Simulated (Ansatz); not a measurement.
`N[CH]1[SiH2][GeH2]1`. Total charge 0; spin multiplicity 1. The geometry is a stationary point of PBE0-D4/def2-TZVP. It is one conformer, not always the lowest.

```xyz
11

N    -0.146   -1.558   -0.517
C    -0.435   -0.391    0.282
Si    1.087    0.577    0.874
Ge   -0.351    1.349   -0.741
H    -0.945   -1.845   -1.069
H     0.144   -2.343    0.053
H    -1.269   -0.440    0.990
H     1.037    1.131    2.249
H     2.402   -0.009    0.525
H    -0.069    1.172   -2.231
H    -1.455    2.357   -0.415
```

**Question.** What is the dipole moment at r2SCAN/def2-TZVPP? (Best estimate.)

**Answer.** Computed: 1.47 D, with components (-0.91, -1.01, 0.57) D in this frame, pointing from negative to positive charge.

**Question.** And with PBE, B3LYP, ωB97M-V? (An estimate is asked.)

**Answer.** Ansatz gave: PBE 1.46 D, B3LYP 1.37 D, ωB97M-V 1.33 D.

**Question.** Give the Mulliken charges with r2SCAN, ωB97M-V, PBE in def2-TZVPP. (Estimate.)

**Answer.** Ansatz gave: 
```json
{"atom": "N1", "r2SCAN": "-0.38", "ωB97M-V": "-0.30", "PBE": "-0.34"}
{"atom": "C2", "r2SCAN": "-0.19", "ωB97M-V": "-0.29", "PBE": "-0.18"}
{"atom": "Si3", "r2SCAN": "0.24", "ωB97M-V": "0.15", "PBE": "0.13"}
{"atom": "Ge4", "r2SCAN": "0.05", "ωB97M-V": "0.02", "PBE": "0.07"}
{"atom": "H5", "r2SCAN": "0.15", "ωB97M-V": "0.12", "PBE": "0.15"}
{"atom": "H6", "r2SCAN": "0.15", "ωB97M-V": "0.12", "PBE": "0.15"}
{"atom": "H7", "r2SCAN": "0.11", "ωB97M-V": "0.15", "PBE": "0.11"}
{"atom": "H8", "r2SCAN": "-0.07", "ωB97M-V": "-0.02", "PBE": "-0.05"}
{"atom": "H9", "r2SCAN": "-0.06", "ωB97M-V": "-0.01", "PBE": "-0.04"}
{"atom": "H10", "r2SCAN": "0.01", "ωB97M-V": "0.05", "PBE": "0.01"}
{"atom": "H11", "r2SCAN": "0.00", "ωB97M-V": "0.03", "PBE": "0.00"}
```

B3LYP here is the variant with VWN-RPA as its local correlation; programs differ in this.
